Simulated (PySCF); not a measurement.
# From computed data to an observable: oscillator strength and radiative lifetime

C2H8N2OSi, SMILES C/C=N\[Si@H](N)O.

Geometry: PBE0-D3(BJ)/def2-SVP. The structure was generated by enumeration; whether it is a known compound was not checked. One conformer was computed; it need not be the lowest.

TDA-PBE/def2-SVPD (PySCF) puts the first singlet state with f over 0.02 at 4.80 eV (vertical), with the transition dipole (0.688, -0.010, -0.046) in atomic units.

Q: Find the oscillator strength, the wavelength and the radiative lifetime that this transition would have in vacuum if emission retraced absorption.

A: 
|μ|² = 0.4756 au, so |μ| = 1.75 D. ΔE = 4.80/27.211 = 0.1764 hartree. f = (2/3) ΔE |μ|² = 0.056 (the program prints 0.056).
λ = 1239.84/4.80 = 258 nm; ν = 38715 cm⁻¹.
Einstein's coefficient A = 0.6670 ν² f s⁻¹ (ν in cm⁻¹) = 5.6e7 s⁻¹, so τ = 1/A = 18 ns. This state is S2; the lower singlet has f = 0.001. The figure is the radiative limit of this one transition; relaxation, internal conversion, crossing to triplets and a medium change what is measured.
